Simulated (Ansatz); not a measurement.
Seven cases of bond dissociation energy with Al to Br (electronic energies, kcal/mol); geometries: B3LYP-D3(BJ)/def2-TZVP. The cases were drawn at random from those of this class that have a high level and all functionals, leaving out states under which another spin lies or may lie. Left out are anions, K, Ca, elements past Kr, ionisation of Li, Na and Mg, pi-pi* triplets of linear molecules and other triplets made from a closed-shell parent. Runs that doubt their state, and full CI more than 15 mEh from coupled cluster, are set aside; a case stays where another high level and all functionals remain. AFQMC serves as high level only in triple zeta or larger, with a steady walk, a bar under 0.8 kcal/mol and agreement with other high levels or trials where they ran; where none ran, an unstable determinant or (outside 3d species) a high T1 diagnostic also bars it, so strongly correlated cases are thinned. No case was kept or dropped by the size of a functional's miss. High levels with a bar over 0.5 kcal/mol are left out too, and the seventh case lies inside the range of the six. Affinities count positive where energy is released, gaps as the second state minus the first. r2SCAN is by Ansatz (a first-principles code) in def2-TZVPD. High levels (Ansatz): P = CCSD(T)/CBS(cc-pV(T+d)Z,cc-pV(Q+d)Z) + [CCSDT(Q) - CCSD(T)]/cc-pV(D+d)Z + core + X2C; Q = CCSD(T)/CBS(cc-pVQZ,cc-pV5Z) + [CCSDT(Q) - CCSD(T)]/cc-pVTZ + [CCSDTQ - CCSDT(Q)]/cc-pVDZ; R = CCSD(T)/CBS(cc-pVTZ,cc-pVQZ) + [CCSDT(Q) - CCSD(T)]/cc-pVDZ; S = CCSD(T)/CBS(cc-pVTZ,cc-pVQZ) + [CCSDT(Q) - CCSD(T)]/cc-pVTZ. UHF or UKS for unpaired electrons; spin-orbit terms are left out. Cores are frozen in correlated methods (noble-gas shells, and filled d and f shells in the p block). Rows without X2C or -DK are non-relativistic. CBS(X,Y): correlation extrapolated as X^-3, Hartree-Fock from the larger set (Q,5: extrapolated as (X+1)exp(-9√X)). A bracket is a step between two methods taken in the basis named. Functionals run without relativity, which enters their misses. 'core' is core correlation in cc-pwCVTZ (1s frozen past Ne), 'X2C' scalar relativity in cc-pVTZ-DK, both at CCSD(T). Where a partner has so few electrons that a lower coupled-cluster level is exact, that level stands in. Spin-orbit terms, left out, reach several kcal/mol for Br and I, and more for heavier atoms.

```json
[
 {"case": "CH5BS (SMILES CSB) → CH4BS (SMILES [BH]SC, doublet) + H (doublet)", "r2SCAN": "103.8", "level": "P", "high level": "109.9"},
 {"case": "GeH3F (SMILES [F][GeH3]) → GeH3 (SMILES [GeH3], doublet) + F (doublet)", "r2SCAN": "126.2", "level": "Q", "high level": "132.0"},
 {"case": "GeNH5 (SMILES [NH2][GeH3]) → GeNH4 (SMILES [NH2][GeH2], doublet) + H (doublet)", "r2SCAN": "82.3", "level": "S", "high level": "87.2"},
 {"case": "H3GeOF (SMILES [OH][GeH2][F]) → H3GeO (SMILES [OH][GeH2], doublet) + F (doublet)", "r2SCAN": "130.4", "level": "R", "high level": "137.7"},
 {"case": "BGeH4F (SMILES F[BH][GeH3]) → BHF (SMILES [BH]F, doublet) + GeH3 (SMILES [GeH3], doublet)", "r2SCAN": "76.9", "level": "R", "high level": "81.0"},
 {"case": "BNH3Br (SMILES NBBr) → BNH2Br (SMILES N[B]Br, doublet) + H (doublet)", "r2SCAN": "105.6", "level": "R", "high level": "111.6"},
 {"case": "H3GeOF (SMILES [OH][GeH2][F]) → H2GeOF (SMILES [OH][GeH][F], doublet) + H (doublet)", "r2SCAN": "84.4", "level": "R", "high level": "withheld"}
]
```

Q: Fit a straight line from r2SCAN to the high level over the first six rows by least squares, predict the seventh, and compare with the calculation.

A: Means: r2SCAN 104.20, high level 109.90. Sxx = 2397.46, Sxy = 2503.04, slope 1.0440, intercept +1.12 kcal/mol; residual standard deviation 0.6 kcal/mol. Seventh row: 1.0440·(84.4) +1.12 = 89.2 kcal/mol. The calculation gave 90.2 kcal/mol: the line differs from it by -1.0, r2SCAN itself by -5.8.
